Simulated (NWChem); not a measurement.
Everything below was run with NWChem. System: N-methylmethanimine (C₂H₅N), charge 0, spin multiplicity 1, at a geometry optimised with B3LYP/def2-SVP. Level: TD-PBE0/6-31+G* (spherical d).

Part of the output:

```
             Northwest Computational Chemistry Package (NWChem) 7.3.0
             --------------------------------------------------------

                                NWChem Input Module
                                -------------------

 Scaling coordinates for geometry "geometry" by  1.889725989
 (inverse scale =  0.529177249)

 Turning off AUTOSYM since
 SYMMETRY directive was detected!

                             Geometry "geometry" -> ""
                             -------------------------

 Output coordinates in angstroms (scale by  1.889725989 to convert to a.u.)

  No.       Tag          Charge          X              Y              Z
 ---- ---------------- ---------- -------------- -------------- --------------
    1 C                    6.0000    -1.10182900     0.34522800     0.00000000
    2 N                    7.0000     0.03540500    -0.54481100     0.00000000
    3 C                    6.0000     1.19759200    -0.04733400     0.00000000
    4 H                    1.0000    -1.72936800     0.13391300    -0.88239000
    5 H                    1.0000    -1.72936800     0.13391300     0.88239000
    6 H                    1.0000    -0.83814200     1.42368300     0.00000000
    7 H                    1.0000     1.39871500     1.04547700     0.00000000
    8 H                    1.0000     2.07574800    -0.71067300     0.00000000

 Effective nuclear repulsion energy (a.u.)      71.9808712168

            Nuclear Dipole moment (a.u.)
            ----------------------------
        X                 Y               Z
 ---------------- ---------------- ----------------
    -0.0000037795     0.0000000000     0.0000000000

      Symmetry information
      --------------------

 Group name             Cs
 Group number              2
 Group order               2
 No. of unique centers     7

      Symmetry unique atoms

     1    2    3    4    6    7    8


 Summary of "ao basis" -> "" (spherical)
 ------------------------------------------------------------------------------
       Tag                 Description            Shells   Functions and Types
 ---------------- ------------------------------  ------  ---------------------
 *                          6-31+g*                   on all atoms

                                 NWChem DFT Module
                                 -----------------

 Summary of "ao basis" -> "ao basis" (spherical)
 ------------------------------------------------------------------------------
       Tag                 Description            Shells   Functions and Types
 ---------------- ------------------------------  ------  ---------------------
 C                          6-31+g*                  8       18   4s3p1d
 N                          6-31+g*                  8       18   4s3p1d
 H                          6-31+g*                  2        2   2s

 Summary of "ao basis" -> "ao basis" (spherical)
 ------------------------------------------------------------------------------
       Tag                 Description            Shells   Functions and Types
 ---------------- ------------------------------  ------  ---------------------
 C                          6-31+g*                  8       18   4s3p1d
 N                          6-31+g*                  8       18   4s3p1d
 H                          6-31+g*                  2        2   2s

      Symmetry analysis of basis
      --------------------------

        a'         47
        a"         17

            General Information
            -------------------
          SCF calculation type: DFT
          Wavefunction type:  closed shell.
          No. of atoms     :     8
          No. of electrons :    24
           Alpha electrons :    12
            Beta electrons :    12
          Charge           :     0
          Spin multiplicity:     1
          Use of symmetry is: off; symmetry adaption is: on
          Maximum number of iterations: 100
          AO basis - number of functions:    64
                     number of shells:    34
          Convergence on energy requested:  1.00D-06
          Convergence on density requested:  1.00D-05
          Convergence on gradient requested:  5.00D-04

              XC Information
[...]
     Transition Moments   YY  0.04996  YZ  0.00000  ZZ  0.10777
     Dipole Oscillator Strength                    0.0090838900
     Electric Quadrupole                           0.0000002079
     Magnetic Dipole                               0.0000001348
     Total Oscillator Strength                     0.0090842326

          sigma_e =   3.6005 Angstrom
          sigma_h =   1.4112 Angstrom
         |d_h->e| =   0.6954 Angstrom
            d_exc =   3.8953 Angstrom
            d_CD1 =   2.8847 Angstrom
            d_CD2 =  -1.8104 Angstrom
            d_CD3 =   4.5907 Angstrom
     Pearson C.C. =   0.0261

     Occ.   11  a"  ---  Virt.   13  a"  -0.16457 X
     Occ.   12  a'  ---  Virt.   15  a'  -0.96964 X
     Occ.   12  a'  ---  Virt.   16  a'  -0.15467 X
     Occ.   12  a'  ---  Virt.   21  a'   0.05234 X
  ----------------------------------------------------------------------------
  Root   4 singlet a'             0.276844822 a.u.                7.5333 eV
  ----------------------------------------------------------------------------
     Transition Moments    X  0.00100   Y  0.79195   Z  0.00000
     Transition Moments   XX  1.09806  XY -0.46620  XZ -0.00000
     Transition Moments   YY  0.83851  YZ -0.00000  ZZ -0.22444
     Dipole Oscillator Strength                    0.1157547671
     Electric Quadrupole                           0.0000000800
     Magnetic Dipole                               0.0000000697
     Total Oscillator Strength                     0.1157549168

          sigma_e =   3.4559 Angstrom
          sigma_h =   1.3973 Angstrom
         |d_h->e| =   0.5274 Angstrom
            d_exc =   3.7385 Angstrom
            d_CD1 =   2.5859 Angstrom
            d_CD2 =  -1.8992 Angstrom
            d_CD3 =   4.2659 Angstrom
     Pearson C.C. =   0.0204

     Occ.   11  a"  ---  Virt.   13  a"   0.07647 X
     Occ.   12  a'  ---  Virt.   14  a'  -0.15147 X
     Occ.   12  a'  ---  Virt.   15  a'  -0.16129 X
     Occ.   12  a'  ---  Virt.   16  a'   0.96670 X
     Occ.   12  a'  ---  Virt.   18  a'   0.05972 X
  ----------------------------------------------------------------------------
  Root   5 singlet a'             0.285381793 a.u.                7.7656 eV
  ----------------------------------------------------------------------------
     Transition Moments    X -0.99536   Y -0.23001   Z -0.00000
     Transition Moments   XX -0.71610  XY -0.47834  XZ -0.00000
     Transition Moments   YY  0.59873  YZ -0.00000  ZZ -0.47182
     Dipole Oscillator Strength                    0.1985570934
     Electric Quadrupole                           0.0000000889
     Magnetic Dipole                               0.0000005825
     Total Oscillator Strength                     0.1985577647

          sigma_e =   2.4951 Angstrom
          sigma_h =   1.5330 Angstrom
         |d_h->e| =   1.0309 Angstrom
            d_exc =   3.0494 Angstrom
            d_CD1 =   1.9929 Angstrom
            d_CD2 =  -0.9832 Angstrom
            d_CD3 =   4.0802 Angstrom
     Pearson C.C. =   0.0444

     Occ.    9  a"  ---  Virt.   13  a"  -0.10194 X
     Occ.   11  a"  ---  Virt.   13  a"   0.88911 X
     Occ.   11  a"  ---  Virt.   13  a"  -0.07556 Y
     Occ.   11  a"  ---  Virt.   17  a"   0.13993 X
     Occ.   11  a"  ---  Virt.   20  a"   0.06266 X
     Occ.   12  a'  ---  Virt.   14  a'   0.13683 X
     Occ.   12  a'  ---  Virt.   15  a'  -0.14411 X
     Occ.   12  a'  ---  Virt.   16  a'  -0.05228 X
     Occ.   12  a'  ---  Virt.   18  a'  -0.33410 X
     Occ.   12  a'  ---  Virt.   21  a'  -0.05113 X
     Occ.   12  a'  ---  Virt.   22  a'  -0.06531 X
     Occ.   12  a'  ---  Virt.   27  a'   0.06307 X
  ----------------------------------------------------------------------------
  Root   6 singlet a"             0.293778447 a.u.                7.9941 eV
  ----------------------------------------------------------------------------
     Transition Moments    X -0.00000   Y  0.00000   Z -0.31319
     Transition Moments   XX -0.00000  XY -0.00000  XZ -0.58358
     Transition Moments   YY  0.00000  YZ -0.19544  ZZ  0.00000
     Dipole Oscillator Strength                    0.0192113624
     Electric Quadrupole                           0.0000000511
     Magnetic Dipole                               0.0000004222
     Total Oscillator Strength                     0.0192118356

          sigma_e =   3.2059 Angstrom
          sigma_h =   1.4144 Angstrom
         |d_h->e| =   1.0708 Angstrom
            d_exc =   3.6267 Angstrom
            d_CD1 =   2.8622 Angstrom
            d_CD2 =  -1.2394 Angstrom
            d_CD3 =   4.6974 Angstrom
     Pearson C.C. =   0.0300

     Occ.   10  a'  ---  Virt.   13  a"   0.07369 X
     Occ.   11  a"  ---  Virt.   14  a'  -0.25894 X
     Occ.   12  a'  ---  Virt.   13  a"  -0.10121 X
     Occ.   12  a'  ---  Virt.   17  a"  -0.95061 X
     Occ.   12  a'  ---  Virt.   20  a"  -0.08827 X
  ----------------------------------------------------------------------------
  Root   7 singlet a"             0.297443849 a.u.                8.0939 eV
  ----------------------------------------------------------------------------
     Transition Moments    X -0.00000   Y -0.00000   Z -0.00071
     Transition Moments   XX -0.00000  XY -0.00000  XZ  1.88408
     Transition Moments   YY -0.00000  YZ -0.31918  ZZ -0.00000
     Dipole Oscillator Strength                    0.0000000995
     Electric Quadrupole                           0.0000005117
     Magnetic Dipole                               0.0000008707
     Total Oscillator Strength                     0.0000014819

          sigma_e =   3.1284 Angstrom
          sigma_h =   1.4678 Angstrom
         |d_h->e| =   0.8030 Angstrom
            d_exc =   3.5349 Angstrom
            d_CD1 =   2.4636 Angstrom
            d_CD2 =  -1.4951 Angstrom
            d_CD3 =   4.3379 Angstrom
     Pearson C.C. =   0.0099

     Occ.   11  a"  ---  Virt.   14  a'   0.95657 X
     Occ.   11  a"  ---  Virt.   15  a'  -0.05137 X
     Occ.   11  a"  ---  Virt.   16  a'   0.06398 X
     Occ.   11  a"  ---  Virt.   18  a'   0.06927 X
     Occ.   12  a'  ---  Virt.   17  a"  -0.25921 X
  ----------------------------------------------------------------------------
  Root   8 singlet a'             0.298084234 a.u.                8.1113 eV
  ----------------------------------------------------------------------------
     Transition Moments    X -0.78299   Y -0.13329   Z  0.00000
     Transition Moments   XX -0.43517  XY -0.77440  XZ -0.00000
     Transition Moments   YY -0.86213  YZ  0.00000  ZZ -0.51739
     Dipole Oscillator Strength                    0.1253629178
     Electric Quadrupole                           0.0000000918
     Magnetic Dipole                               0.0000001382
     Total Oscillator Strength                     0.1253631479

          sigma_e =   3.3033 Angstrom
          sigma_h =   1.4294 Angstrom
         |d_h->e| =   0.8916 Angstrom
            d_exc =   3.6825 Angstrom
            d_CD1 =   2.7655 Angstrom
            d_CD2 =  -1.4748 Angstrom
            d_CD3 =   4.5740 Angstrom
     Pearson C.C. =   0.0201

     Occ.    9  a"  ---  Virt.   13  a"  -0.05582 X
     Occ.   11  a"  ---  Virt.   13  a"   0.30099 X
     Occ.   11  a"  ---  Virt.   17  a"   0.10075 X
     Occ.   12  a'  ---  Virt.   15  a'  -0.06958 X
     Occ.   12  a'  ---  Virt.   16  a'  -0.09269 X
     Occ.   12  a'  ---  Virt.   18  a'   0.93273 X
     Occ.   12  a'  ---  Virt.   22  a'  -0.05349 X

              Target root =      1
          Target symmetry = none
      Ground state energy =   -133.777006915417
        Excitation energy =      0.182300933437
     Excited state energy =   -133.594705981979

  stored tddft:energy   -133.59470598197905

 Task  times  cpu:       70.4s     wall:       70.4s

 Total times  cpu:       70.4s     wall:       70.4s
```

Q: Write an NWChem input that would produce this output.

A: This is not unique; one that fits is 
```
start mol
memory heap 200 mb stack 900 mb global 1100 mb
geometry units angstroms nocenter noautoz
  C     -1.101829     0.345228     0.000000
  N      0.035405    -0.544811     0.000000
  C      1.197592    -0.047334     0.000000
  H     -1.729368     0.133913    -0.882390
  H     -1.729368     0.133913     0.882390
  H     -0.838142     1.423683     0.000000
  H      1.398715     1.045477     0.000000
  H      2.075748    -0.710673     0.000000
  symmetry group Cs
end
basis spherical
  * library 6-31+g*
end
dft
  xc pbe0
  semidirect memsize 60000000 filesize 0
  iterations 100
end
tddft
  rpa
  nroots 8
  notriplet
  thresh 1e-4
end
task tddft energy
```
